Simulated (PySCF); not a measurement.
Predicted microwave data (PBE0/pcSseg-1 in PySCF (dipole) on a GFN2-xTB geometry, gas phase) for one isomer of C3H8O2Si2:

* Rotational constants: A = 3669, B = 1013, C = 809.3 MHz
* Dipole components: |μa| = 0.03 D, |μb| = 1.78 D, |μc| = 0.05 D
* Inertial defect: -12.42 u·Å²
* κ: -0.86

Problem. Which candidate fits, each taken in the one conformer that was computed?
A. `[O:1]=[CH:2][O:3]/[C:4]([SiH3:5])=[CH:6]/[SiH3:7]` with O1–C2–O3–C4 0°, C2–O3–C4–Si5 -3°
B. `[CH2:1]=[CH:2][Si@@:3]([OH:4])([SiH3:5])[CH:6]=[O:7]` with C1–C2–Si3–O4 -7°, C2–Si3–O4–H -96°, C2–Si3–C6–O7 120°

Solution. A. It is O=CO/C([SiH3])=C/[SiH3], an asymmetric top. The candidates at the same level (rigid rotor, commonest isotopes):

```
                 SMILES  A (MHz)  B (MHz)  C (MHz)  μa (D)  μb (D)  μc (D)  Δ (u·Å²)  point group           rotor
O=CO/C([SiH3])=C/[SiH3]     3669     1013    809.3    0.03    1.78    0.05    -12.42      near Cs  asymmetric top
C=C[Si@@](O)([SiH3])C=O     1644     1503     1014    0.10    1.47    1.15   -145.34           C1  asymmetric top
```

`C=C[Si@@](O)([SiH3])C=O` has A 55 % too low. No structure here is proved a minimum.
